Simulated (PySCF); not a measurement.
Electronic structure of Al⁺ (aluminium, charge +1) at the UHF level

Configuration: [Ne] 3p2, high-spin 3P determinant (an excited configuration). All numbers are calculated (PySCF 2.14, the non-relativistic Hamiltonian (point nucleus), in aug-cc-pwCVQZ).

| Quantity | Value |
| --- | --- |
| Total energy | -241.284201 hartree |
| One-electron energy | -331.1713 hartree |
| Hartree (Coulomb) energy | 107.7442 hartree |
| Exchange energy | -17.8571 hartree |
| Kinetic energy | 241.28331 hartree |
| ⟨S²⟩ | 2.0000 |
| ⟨L²⟩ | 2.000 |
| Sum of ⟨r⟩ | 10.77 bohr |
| Sum of ⟨r²⟩ | 22.42 bohr² |
| Traceless quadrupole moment −½Σ⟨3z² − r²⟩ along its main axis | 3.74 e·bohr² |
| Density at the nucleus (Gaussians lack the cusp) | 1380 bohr⁻³ |
| Spin density at the nucleus | -0.0307 bohr⁻³ |
| Langevin diamagnetic susceptibility | -17.8 ×10⁻⁶ cm³/mol |

| shell | electrons | mean orbital energy (eV) | spread (eV) | rms radius, mean of both spins (bohr) |
| --- | --- | --- | --- | --- |
| 1s α | 1 | -1603.8 | 0 | 0.140 |
| 1s β | 1 | -1603.5 | 0 | 0.140 |
| 2s α | 1 | -145.05 | 0 | 0.679 |
| 2s β | 1 | -144.73 | 0 | 0.679 |
| 2p α | 3 | -99.540 | 0.336 | 0.671 |
| 2p β | 3 | -98.947 | 0.360 | 0.671 |
| 3p α | 2 | -13.618 | 0 | 3.06 |

Spin-orbit constants ζ (cm⁻¹) from the X2C one-electron operator on these orbitals (non-relativistic here): bare nucleus, nucleus screened by l(l+1)(2l+1)/3 electrons, and screened by the Breit-Pauli mean field of the electrons.

| shell | bare | screened nucleus | mean field |
| --- | --- | --- | --- |
| 2p | 2662 | 2252 | 2067 |
| 3p | 126.0 | 106.6 | 96.26 |

To first order the Landé constant is A = 48.13 cm⁻¹, so the lowest level has J = 0 and lies 0.0119 eV below the centre of the term. This holds in LS coupling only.
